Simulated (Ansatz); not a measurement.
`C[CH2][SnH2][F]` + HI → `[F][SnH2][I]` + ethane at 500 K and 1 bar (ligand exchange at the Sn–C bond).

Program: Ansatz. Geometries: PBE0-D4/def2-TZVP. ΔE: electronic, gas phase. CBS: MP2 limit from def2 TZ/QZ plus the TZ coupled-cluster correction, frozen cores. This one scheme is used for every species. Elements past krypton have def2 core potentials. For I, Sn outer-core shells are correlated without core-valence functions, which leaves a few kJ/mol of doubt a bond. Each species was taken in one conformer, which may not be the lowest.

| species | CCSD(T)/CBS energy (Eh) | H − E (kJ/mol) | S (J/(mol·K)) |
| --- | --- | --- | --- |
| `C[CH2][SnH2][F]` | -394.15776 | 257.1 | 415.6 |
| HI | -298.03592 | 28.6 | 221.6 |
| `[F][SnH2][I]` | -612.52381 | 74.3 | 369.6 |
| `CC` | -79.71954 | 220.5 | 259.9 |

H − E and S are ideal-gas, rigid-rotor, harmonic terms from PBE0-D4/def2-TZVP, for one conformer and one mirror image of each species. 1 Eh = 2625.50 kJ/mol, R = 8.31446 J/(mol·K).

**Question.** By hand: ΔE, ΔH, ΔS and ΔG.

**Answer.** ΔE = (-612.52381) + (-79.71954) − (-394.15776) − (-298.03592) = -0.04967 Eh = -130.4 kJ/mol. Δ(H − E) = 74.3 + 220.5 − 257.1 − 28.6 = 9.1, so ΔH = -121.3 kJ/mol. ΔS = 369.6 + 259.9 − 415.6 − 221.6 = -7.7 J/(mol·K). ΔG = -121.3 − 500 × (-7.7)/1000 = -117.5 kJ/mol.

**Question.** By hand: the equilibrium constant, and the temperature at which ΔG would vanish if ΔH and ΔS stayed fixed.

**Answer.** log₁₀ K = −ΔG/(RT ln 10) = 12.3. ΔG = 0 at ΔH/ΔS = 15753 K, far beyond where these terms or the molecules hold.

The number of gas molecules stays the same, so ΔS is small and ΔH decides. A doubt of 5 kJ/mol in ΔE shifts log₁₀ K by 0.5 here. Other conformers and mirror images would add mixing entropy, several J/(mol·K) or more a flexible species. Modes under 60 cm⁻¹, often nearly free rotors, make the harmonic entropy too high. These are equilibria of isolated gas molecules and say nothing of rates. Largest T1 diagnostic: 0.012 (customary marks: 0.02 for closed shells, 0.045 for open ones).
